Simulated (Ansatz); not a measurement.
These are frozen-core CCSD(T)/def2-TZVPP // PBE0-D4/def2-TZVP run with Ansatz (a program for electronic structure) values and carry that method's errors.

Ansatz 0.2 input:
```yaml
crystal:
  periodic: [false, false, false]
  atoms:
    - { symbol: C, position_ang: [-1.566498, 0.657034, -0.33527] }
    - { symbol: C, position_ang: [-0.493489, -0.126488, 0.353751] }
    - { symbol: O, position_ang: [-0.714955, -0.786826, 1.349514] }
    - { symbol: Si, position_ang: [1.340301, -0.176579, -0.254133] }
    - { symbol: O, position_ang: [2.07573, -1.156329, 0.830441] }
    - { symbol: H, position_ang: [-1.282355, 1.713655, -0.370837] }
    - { symbol: H, position_ang: [-1.653598, 0.322587, -1.374033] }
    - { symbol: H, position_ang: [-2.522923, 0.543496, 0.175998] }
    - { symbol: H, position_ang: [1.410847, -0.722327, -1.635249] }
    - { symbol: H, position_ang: [1.921639, 1.191775, -0.252912] }
    - { symbol: H, position_ang: [1.446047, -1.467354, 1.494084] }
basis:
  gaussian: { orbitals: def2-TZVPP }
correlation:
  method: ccsd_t
```

Output:

```
Functional definition: HF
1495 factors; integrals over basis functions are off by at most 9.9e-4 eV
mean field evaluation 1: about -14090.9377 eV, gradient 4.9e1 eV
mean field evaluation 2: about -14091.2203 eV, gradient 5.0e1 eV
mean field evaluation 4: about -14096.3561 eV, gradient 5.3e0 eV
mean field evaluation 8: about -14096.4736 eV, gradient 6.0e-1 eV
mean field evaluation 16: about -14096.4761 eV, gradient 5.1e-6 eV
mean field -14096.47608112 eV, -518.0359410464 hartree, gradient 5.1e-6 eV, S^2 0.000000; 0 other end points of the search recorded, 0 dependent functions left out
9 core orbitals not correlated
reference -14096.47608112 eV, -518.0359410464 hartree; 15, 15 occupied and 226, 226 virtual orbitals, 1495 factors
second order -25.07764968 eV of doubles, -0.00000000 eV of singles
cycle   1  -25.19648267 eV  change   -1.2e-1 eV  update   1.2e-1
cycle   2  -25.84394843 eV  change   -6.5e-1 eV  update   3.8e-2
cycle   3  -26.02151007 eV  change   -1.8e-1 eV  update   2.1e-2
cycle   4  -26.00659255 eV  change    1.5e-2 eV  update   5.3e-3
cycle   5  -26.00364327 eV  change    2.9e-3 eV  update   2.7e-3
cycle   6  -26.00526369 eV  change   -1.6e-3 eV  update   8.6e-4
cycle   7  -26.00502654 eV  change    2.4e-4 eV  update   3.5e-4
cycle   8  -26.00489397 eV  change    1.3e-4 eV  update   1.1e-4
cycle   9  -26.00493849 eV  change   -4.5e-5 eV  update   4.3e-5
cycle  10  -26.00494738 eV  change   -8.9e-6 eV  update   1.6e-5
perturbative correction -1.04099134 eV, -0.0382557262 hartree
Total energy: -14123.52201984 eV, -519.0298609621 hartree
```

Cost: roughly 2.5 core-minutes.
